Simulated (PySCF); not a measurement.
# Bonding in `CC[C@@H]1C[Se]C[C@H](F)O1`

Compound: C6H11FOSe.
Numbering: `[CH3:1][CH2:2][C@@H:3]1[CH2:4][Se:5][CH2:6][C@H:7]([F:8])[O:9]1` (hydrogens: H10, H11, H12 on C1; H13, H14 on C2; H15 on C3; H16, H17 on C4; H18, H19 on C6; H20 on C7)

Geometry (PBE0-D3(BJ)/def2-SVP, Å), atoms numbered from 1 in this order:
```xyz
20
C6H11FOSe angstrom
C      2.8957    0.0439    0.1011
C      1.5458    0.4281   -0.4836
C      0.4766    0.6508    0.5820
C      0.1390   -0.6505    1.3494
Se    -1.7711   -1.0074    1.4512
C     -1.8937   -0.7160   -0.4628
C     -1.5246    0.7240   -0.8001
F     -1.0178    0.7248   -2.0874
O     -0.6562    1.3325    0.0629
H      3.6482   -0.0822   -0.6909
H      2.8510   -0.9027    0.6626
H      3.2666    0.8196    0.7906
H      1.2010   -0.3405   -1.1954
H      1.6312    1.3610   -1.0622
H      0.8685    1.3793    1.3087
H      0.5979   -1.5250    0.8630
H      0.5137   -0.6101    2.3812
H     -2.9120   -0.9438   -0.8034
H     -1.2041   -1.4084   -0.9697
H     -2.4173    1.3697   -0.8090
```

Bond orders from the PBE0/pcSseg-1 density (PySCF). One conformer (not necessarily the lowest) at the PBE0-D3(BJ)/def2-SVP geometry, without solvent, vibrations or thermal averaging. The calculation is non-relativistic, for selenium too.

How far do the computed orders between heavy atoms stray from the drawn ones?

The largest departure is 0.127, at C7–F8 (drawn single, 0.873). Drawn single, order below 0.88: C7–F8 (0.873).

Give the Mayer order of every bond between heavy atoms, beside its length.

| bond | drawn as | length (Å) | Mayer order |
| --- | --- | --- | --- |
| C1–C2 | single | 1.520 | 1.046 |
| C2–C3 | single | 1.526 | 1.011 |
| C3–C4 | single | 1.548 | 0.931 |
| C4–Se5 | single | 1.946 | 1.037 |
| Se5–C6 | single | 1.940 | 1.031 |
| C6–C7 | single | 1.524 | 0.969 |
| C7–F8 | single | 1.383 | 0.873 |
| C7–O9 | single | 1.367 | 1.034 |
| O9–C3 | single | 1.420 | 0.894 |

By pair of heavy elements: C–C: lowest C3–C4 (0.931, 1.548 Å), highest C1–C2 (1.046, 1.520 Å). C–Se: all 2 within 0.02 of one another (1.031 to 1.037). C–O: lowest O9–C3 (0.894, 1.420 Å), highest C7–O9 (1.034, 1.367 Å).

And the bonds to hydrogen?

C–H: 0.92 to 0.97 (11 bonds).

Sum the orders of all bonds at each heavy atom with more than one neighbour and set the sums beside the valence in the SMILES.

C1 3.934 (drawn 4), C2 3.936 (drawn 4), C3 3.785 (drawn 4), C4 3.837 (drawn 4), Se5 2.068 (drawn 2), C6 3.857 (drawn 4), C7 3.819 (drawn 4), O9 1.928 (drawn 2). Orders between atoms that aren't bonded are not in these sums.

The Mayer order sums products of elements of PS (density times overlap matrix) between the two atoms' basis functions, so it depends on the basis set.
